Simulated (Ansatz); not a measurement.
Cu2H4 (the lowest singlet isomer of a short search), 6 atoms. Hardware: 4 threads of Intel Xeon Platinum 8259CL on a shared host.

Correlated methods freeze 18 core orbitals.

(1) How many basis functions does each of these Ansatz runs have, and roughly what does it cost? PBE0-D4/def2-TZVP, charge 0 singlet, energy, from earlier orbitals; revPBE-D4/def2-TZVP, charge 0 singlet, energy, from earlier orbitals; PBE0-D4/def2-TZVP, charge 0 triplet at the geometry of the charge 0 singlet, energy; PBE-D4/def2-TZVPD, charge 0 singlet, energy, from earlier orbitals; r2SCAN-D4/def2-TZVP, charge 1 doublet at the geometry of the charge 0 singlet, energy, from earlier orbitals; PBE-D4/def2-SVP, charge 0 singlet, energy, from earlier orbitals; r2SCAN-D4/def2-TZVP, charge 0 singlet, relaxation, 13 steps; PBE0-D4/def2-TZVPD, charge 0 singlet, energy, from earlier orbitals; PBE0-D4/def2-TZVPD, charge -1 doublet at the geometry of the charge 0 singlet, energy; PBE-D4/def2-TZVP, charge 0 triplet at the geometry of the charge 0 singlet, energy, from earlier orbitals; CCSD(T)/def2-TZVPD, charge 0 singlet, energy, from earlier orbitals; PBE-D4/def2-TZVP, charge 0 singlet, energy, from earlier orbitals.

## Answers

(1) Other jobs shared the machine, so times can vary by a factor of up to 3. A dash marks memory too small to be measured apart from the calling script's.

```json
{"run": "PBE-D4/def2-SVP, charge 0 singlet, energy, from earlier orbitals", "functions": "82", "fitting or Cholesky vectors": "1000", "wall time": "1.1 s", "peak host memory (GiB)": "–"}
{"run": "PBE-D4/def2-TZVP, charge 0 singlet, energy, from earlier orbitals", "functions": "114", "fitting or Cholesky vectors": "1082", "wall time": "1.3 s", "peak host memory (GiB)": "–"}
{"run": "revPBE-D4/def2-TZVP, charge 0 singlet, energy, from earlier orbitals", "functions": "114", "fitting or Cholesky vectors": "1082", "wall time": "1.4 s", "peak host memory (GiB)": "–"}
{"run": "PBE-D4/def2-TZVPD, charge 0 singlet, energy, from earlier orbitals", "functions": "132", "fitting or Cholesky vectors": "1142", "wall time": "1.7 s", "peak host memory (GiB)": "–"}
{"run": "PBE0-D4/def2-TZVPD, charge 0 singlet, energy, from earlier orbitals", "functions": "132", "fitting or Cholesky vectors": "1300", "wall time": "2.2 s", "peak host memory (GiB)": "–"}
{"run": "PBE-D4/def2-TZVP, charge 0 triplet at the geometry of the charge 0 singlet, energy, from earlier orbitals", "functions": "114", "fitting or Cholesky vectors": "1082", "wall time": "2.6 s", "peak host memory (GiB)": "–"}
{"run": "PBE0-D4/def2-TZVP, charge 0 singlet, energy, from earlier orbitals", "functions": "114", "fitting or Cholesky vectors": "1140", "wall time": "3.7 s", "peak host memory (GiB)": "–"}
{"run": "r2SCAN-D4/def2-TZVP, charge 1 doublet at the geometry of the charge 0 singlet, energy, from earlier orbitals", "functions": "114", "fitting or Cholesky vectors": "1082", "wall time": "5 s", "peak host memory (GiB)": "–"}
{"run": "PBE0-D4/def2-TZVP, charge 0 triplet at the geometry of the charge 0 singlet, energy", "functions": "114", "fitting or Cholesky vectors": "1140", "wall time": "5.5 s", "peak host memory (GiB)": "–"}
{"run": "PBE0-D4/def2-TZVPD, charge -1 doublet at the geometry of the charge 0 singlet, energy", "functions": "132", "fitting or Cholesky vectors": "1261", "wall time": "9 s", "peak host memory (GiB)": "–"}
{"run": "CCSD(T)/def2-TZVPD, charge 0 singlet, energy, from earlier orbitals", "functions": "132", "fitting or Cholesky vectors": "1261", "wall time": "12 s", "peak host memory (GiB)": "0.73"}
{"run": "r2SCAN-D4/def2-TZVP, charge 0 singlet, relaxation, 13 steps", "functions": "114", "fitting or Cholesky vectors": "1082", "wall time": "25 s", "peak host memory (GiB)": "–"}
```
